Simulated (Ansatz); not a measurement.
Si(GeH3)H3 (SiGeH6). Charge 0, multiplicity 3. Geometry PBE0-D4/def2-TZVP, that of the neutral singlet; atoms count from 1.

Cartesian coordinates in Å:
```
Si -1.004 0.596 -0.282
Ge 0.984 -0.584 0.277
H 1.899 0.282 1.158
H 1.760 -0.969 -0.994
H 0.651 -1.873 1.047
H -0.664 1.886 -0.939
H -1.794 0.876 0.946
H -1.833 -0.213 -1.213
```

At PBE0-D4/def2-TZVP a singlet of charge 0 lies 6.55 eV below the triplet at the same geometry.

(1) Estimate the Mulliken populations from the PBE0/def2-TZVP orbitals of Ansatz.

(2) Where does the spin sit?

(3) And the Mayer bond orders between heavy atoms (over 0.3)?

## Answers

(1) 
```
atom  charge (e)  spin (α − β)
 Si1       -0.09          0.87
 Ge2       -0.03          0.63
  H3        0.03          0.10
  H4        0.02          0.17
  H5        0.05          0.01
  H6        0.02          0.00
  H7        0.00          0.12
  H8        0.00          0.10
```
Mulliken values depend strongly on the basis.

(2) Summed by element: Si 0.87, Ge 0.63, H 0.50, of 2 unpaired in all. Largest on single atoms: Si1 0.87, Ge2 0.63, H4 0.17.

(3) Si1–Ge2 1.02 (2.38 Å).
